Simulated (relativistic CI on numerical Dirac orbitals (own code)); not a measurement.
**Line list: Electric-dipole lines, Sm XLV**

Calculated at this level of theory: Dirac-Coulomb-Breit CI, orbitals from a KLI potential per configuration, a model potential for QED, unscaled Slater integrals (own radial code, finite nucleus).

CI space (outside the closed core [Ne]): 3s2 3p6, 3s2 3p5 3d, 3s 3p6 3d, 3s2 3p5 4s, 3s2 3p5 4p, 3s2 3p5 4d, 3p6 3d 4p, 3s 3p6 4s, 3p6 3d2, 3p5 3d3, 3p5 3d2 4s, 3p5 3d2 4p, 3p5 3d2 4d, 3p6 3d 4s, 3p5 3d 4s2, 3p5 3d 4s 4p, 3p5 3d 4s 4d. Double excitations out of closed p, d and f shells are left out; levels of such configurations are missing from the list, as are those of other unlisted configurations, and high levels can miss mixing partners.

```
λ vac (nm)                 Lower                   Upper   A (s⁻¹)        gf  Branching (%)
   0.63257      3s2 3p6 1S_0 [1]  3s2 3p5 4d 3D°_1 [162]  3.97e+13  7.14e-01           99.5
   0.68032      3s2 3p6 1S_0 [1]  3s2 3p5 4d 1P°_1 [154]  8.06e+13  1.68e+00           99.9
    3.1652     3p6 3d2 3F_2 [18]     3p5 3d3 3D°_1 [106]  1.94e+12  8.76e-01            n/a
    3.2564     3p6 3d2 1G_4 [22]     3p5 3d3 3D°_3 [120]  1.15e+12  1.27e+00            n/a
    3.2591     3p6 3d2 3F_4 [24]     3p5 3d3 3D°_3 [131]  1.13e+12  1.26e+00            n/a
    3.2637      3s2 3p6 1S_0 [1]   3s2 3p5 3d 1P°_1 [11]  1.80e+12  8.60e-01          100.0
    3.2740     3p6 3d2 3F_3 [20]     3p5 3d3 3D°_2 [113]  1.33e+12  1.07e+00            n/a
    3.2896     3p6 3d2 1G_4 [22]     3p5 3d3 1G°_4 [118]  8.83e+11  1.29e+00            n/a
    3.3064     3p6 3d2 1G_4 [22]     3p5 3d3 3F°_4 [117]  1.02e+12  1.50e+00            n/a
    3.3279     3p6 3d2 3F_4 [24]     3p5 3d3 3F°_4 [126]  1.32e+12  1.98e+00            n/a
    3.3846     3p6 3d2 3F_4 [24]     3p5 3d3 3G°_5 [125]  8.75e+11  1.65e+00            n/a
    3.4465     3p6 3d2 3F_2 [18]      3p5 3d3 3F°_2 [99]  1.25e+12  1.11e+00            n/a
    3.7956  3s2 3p5 3d 1D°_2 [7]     3s 3p6 3d 1D_2 [17]  4.73e+11  5.11e-01           37.7
    3.8868  3s2 3p5 3d 3F°_4 [6]     3s 3p6 3d 3D_3 [16]  8.06e+11  1.28e+00           61.8
    3.9005  3s2 3p5 3d 3F°_3 [4]     3s 3p6 3d 3D_2 [15]  8.48e+11  9.67e-01           64.5
    4.0605  3s2 3p5 3d 3D°_3 [8]     3s 3p6 3d 3D_3 [16]  3.00e+11  5.20e-01           23.0
    4.6806      3s2 3p6 1S_0 [1]    3s2 3p5 3d 3D°_1 [9]  4.36e+11  4.30e-01          100.0
    4.7530     3p6 3d2 3F_2 [18]      3p5 3d3 3G°_3 [60]  5.05e+11  1.20e+00            n/a
    4.8441     3p6 3d2 3F_4 [24]      3p5 3d3 3F°_4 [94]  4.00e+11  1.27e+00            n/a
    4.8515     3p6 3d2 1G_4 [22]      3p5 3d3 3G°_4 [82]  3.48e+11  1.11e+00            n/a
```

Terms are leading LS components. Brackets give the number of a level in order of energy, since labels repeat. The list gives strong lines, with weight on those to low levels, without lines whose two gauges differ by over a factor of 2.5, among the lowest 200 of 1246 levels, so that lines to higher ones, which can be the strongest, are missing. Levels whose partners in the same complex of configurations lie outside the list can be far off, and so can their lines. Rates are taken at the computed energies, electric ones in the length gauge.

At this charge energies of transitions that change n are usually good to better than 1 %, and those within a shell (Δn = 0) to a few per cent.

LS names give the leading component of a level, which can be under half, so a name can repeat, a term be missing and a line seem to break the LS rules.
